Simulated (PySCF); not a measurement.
C3H5N3O.
SMILES: `COc1cnn[nH]1`

Torsions of this conformer, `[CH3:1][O:2][c:3]1[cH:4][n:5][n:6][nH:7]1`: C1–O2–C3–C4 0°.

The closed-shell ground state was solved at several levels (PySCF, density fitting, gas phase, non-relativistic). Geometry: GFN2-xTB, one conformer, isolated molecule.

```
            level  basis functions  total energy (Eh)  HOMO (eV)  LUMO (eV)  gap (eV)  dipole (D)
    PBE0/pcSseg-1              144          -356.3074      -6.96       0.32      7.28        4.98
wB97X-D/def2-SVPD              183          -356.3807      -8.85       1.97     10.82        4.93
      B3LYP/pcJ-1              239          -356.7511      -6.72       0.08      6.80        4.94
```

Q: Estimate the row for PBE0/def2-SVPD, a basis of 183 functions; the other rows only guide the guess.

A: Total energy -356.1088 Eh, HOMO -7.02 eV, LUMO 0.16 eV, gap 7.18 eV, dipole 4.87 D.

Q: Over all these levels, which gives the widest orbital gap and which the narrowest?

A: wB97X-D/def2-SVPD (range-separated hybrid) has the widest, 10.82 eV, and B3LYP/pcJ-1 (global hybrid, 20 % exact exchange) the narrowest, 6.80 eV. Functional and basis both differ between the two, so the spread mixes both effects.

Q: How far do the dipole and the HOMO energy spread over the levels?

A: The dipole runs from 4.87 to 4.98 D (mean 4.93 D) and the HOMO from -8.85 to -6.72 eV.

The pairwise dispersion term of wB97X-D wasn't added to the energies; at a given geometry it leaves orbitals and properties as they are.
